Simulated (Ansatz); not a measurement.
Consider the cleavage of the Si–Sn bond: `[SiH3][SnH3]` + `C[O][AlH][SH]` → `C[O][AlH][S][SiH3]` + `[SnH4]`.

Gas-phase electronic energies from Ansatz, PBE0-D4/def2-TZVP geometries. CCSD(T)/CBS adds triple-zeta CCSD(T) − MP2 to the extrapolated MP2 energy (def2 sets, frozen cores). Functionals use def2-TZVPP. Elements past krypton have def2 core potentials. For Sn outer-core shells are correlated without core-valence functions, which leaves a few kJ/mol of doubt a bond. Each species was taken in one conformer, which may not be the lowest.

CCSD(T)/CBS gives -0.30 eV.

**Question.** Another level gave -0.32 eV. Which?
A. PBE-D4/def2-TZVPP
B. CCSD/def2-TZVPP
C. HF/def2-TZVPP
D. PBE/def2-TZVPP

**Answer.** B. CCSD/def2-TZVPP -0.32, PBE-D4 -0.26, HF/def2-TZVPP -0.38, PBE -0.21 eV.

Largest T1 diagnostic among the species: 0.013.

From PBE to PBE0 (25 % exact exchange), in def2-TZVPP and without D4, ΔE moves by −0.05 eV. The D4 term adds −0.07 eV with B3LYP and −0.04 eV with PBE0; it sums over pairs of atoms, weighted by their polarisabilities, and B3LYP, whose exchange is more repulsive, gets the larger term.

B3LYP here is the variant with VWN-RPA as its local correlation; programs differ in this.
